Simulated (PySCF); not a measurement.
CH10N2Si3, SMILES N[Si@@H]1N[SiH2]C[SiH2]1.

Geometry: PBE-D3(BJ)/def2-SVP. The structure was generated by enumeration; whether it is a known compound was not checked. Other conformers were not sampled.

Level of theory: PBE-D3(BJ)/def2-SVP run with PySCF 2.14.0.

Frequencies are harmonic and unscaled.

Computed normal modes with their intensities:
| mode | ν (cm⁻¹) | IR (km/mol) | moving atoms (share of kinetic energy) |
|---|---|---|---|
| 1 | 63 | 0.5 | N 52 %, H 27 %, Si 12 % |
| 2 | 95 | 0.9 | H 45 %, C 26 %, Si 20 %, N 9 % |
| 3 | 129 | 3.2 | H 42 %, N 33 %, Si 25 % |
| 4 | 222 | 0.9 | H 38 %, N 34 %, Si 26 % |
| 5 | 268 | 37.4 | H 76 %, Si 12 %, N 11 % |
| 6 | 293 | 2.6 | Si 58 %, H 26 %, C 12 % |
| 7 | 341 | 3.1 | Si 49 %, H 27 %, N 22 % |
| 8 | 364 | 127.1 | H 65 %, Si 18 %, N 17 % |
| 9 | 409 | 56.3 | H 39 %, Si 37 %, N 23 % |
| 10 | 433 | 61.3 | H 61 %, Si 25 %, N 13 % |
| 11 | 463 | 16.2 | H 61 %, Si 37 % |
| 12 | 498 | 3.4 | H 78 %, Si 17 % |
| 13 | 571 | 14.7 | H 91 % |
| 14 | 604 | 1.5 | H 46 %, C 33 %, Si 12 %, N 9 % |
| 15 | 610 | 1.5 | H 42 %, N 23 %, Si 21 %, C 13 % |
| 16 | 650 | 16.0 | H 77 %, Si 17 % |
| 17 | 691 | 36.4 | H 81 %, Si 8 %, N 8 % |
| 18 | 719 | 14.4 | H 69 %, N 16 %, Si 9 % |
| 19 | 720 | 38.0 | H 48 %, C 33 %, Si 17 % |
| 20 | 750 | 22.0 | H 67 %, C 24 %, Si 8 % |
| 21 | 807 | 110.2 | H 70 %, Si 14 %, C 8 %, N 8 % |
| 22 | 822 | 79.2 | N 46 %, Si 29 %, H 25 % |
| 23 | 870 | 261.9 | N 39 %, H 35 %, Si 26 % |
| 24 | 875 | 355.5 | H 73 %, Si 15 %, N 10 % |
| 25 | 903 | 59.6 | H 88 % |
| 26 | 909 | 67.0 | H 79 %, N 11 %, Si 10 % |
| 27 | 947 | 26.2 | H 90 % |
| 28 | 975 | 34.1 | H 92 % |
| 29 | 994 | 48.6 | H 70 %, C 27 % |
| 30 | 1105 | 138.0 | H 66 %, N 30 % |
| 31 | 1327 | 7.5 | H 92 % |
| 32 | 1492 | 34.5 | H 90 %, N 10 % |
| 33 | 2118 | 144.3 | H 96 % |
| 34 | 2130 | 240.2 | H 98 % |
| 35 | 2140 | 82.8 | H 98 % |
| 36 | 2149 | 50.8 | H 96 % |
| 37 | 2152 | 181.7 | H 96 % |
| 38 | 2998 | 1.0 | H 95 % |
| 39 | 3068 | 0.2 | H 91 %, C 9 % |
| 40 | 3480 | 15.4 | H 96 % |
| 41 | 3489 | 21.7 | H 93 % |
| 42 | 3578 | 17.2 | H 91 %, N 9 % |
